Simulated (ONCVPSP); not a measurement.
# How hard is this gallium (Ga) ONCV potential?

```json
{
  "Element": "Ga (Z = 31)",
  "Generator": "ONCVPSP 4.0.1",
  "Type": "optimised norm-conserving Vanderbilt (ONCV)",
  "Functional": "PBE",
  "Relativity": "fully relativistic",
  "Frozen core": "[Ar]",
  "Valence charge": "13",
  "Reference configuration": "3d10 4s1 (charge +2)",
  "Partial waves": "4s: rc 1.65 bohr, ncon 4, nbas 7, qcut 3.9 1/bohr, 2 projectors, debl 0.3 Ha; p scattering state at 0.43 Ha: rc 1.50 bohr, ncon 4, nbas 7, qcut 4.7 1/bohr, 2 projectors, debl 2 Ha; 3d: rc 0.85 bohr, ncon 5, nbas 9, qcut 19.2 1/bohr, local",
  "Local potential": "the d channel",
  "Core correction": "Teter function, fcfact 5, rcfact 1.45"
}
```

Open shells are filled in proportion to 2j + 1.

In the s channel the program set the typed energies aside and used -0.958, 0.250 Ha. In the p channel the program set the typed energies aside and used 0.050, 2.050 Ha (j = l + 1/2; the other j can differ).

For each optimised wave give the share of its norm inside rc, the residual kinetic energy above qcut (Ha) and the cutoffs (Ha) for errors of 10, 1, 0.1 and 0.01 mHa per electron.

```csv
wave,norm inside rc,residual KE,10 mHa,1 mHa,0.1 mHa,0.01 mHa
4s,0.301,1.3e-03,5.4,7.9,20.1,34.2
s projector 2,0.112,2.5e-03,5.8,16.6,57.1,66.7
p projector 1 j=3/2,0.070,1.2e-03,2.7,15.4,60.9,75.5
p projector 2 j=3/2,0.076,3.2e-02,23.8,79.5,93.3,123.2
p projector 1 j=1/2,0.136,4.6e-03,2.6,52.2,66.2,93.9
p projector 2 j=1/2,0.077,5.6e-02,20.3,73.3,90.9,120.7
3d j=5/2,0.640,7.6e-06,125.2,148.2,166.6,182.5
3d j=3/2,0.645,7.9e-06,125.5,148.5,166.8,183.0
```

The occupied waves need 149 Ha and 167 Ha for 1 and 0.1 mHa. Note: ghosts flagged at negative energy: s at -521.5 eV, p3/2 at -77.9 eV, p1/2 at -83.9 eV (a further GHOST(-) flag falls on a real empty level of the atom); GHOST(+) flagged for s at 73.5 eV. A true bound ghost makes a file unfit for plane-wave use. The potential misses its own reference levels by up to 0.3 eV. 2 of 4 tests not solved or not reliable.
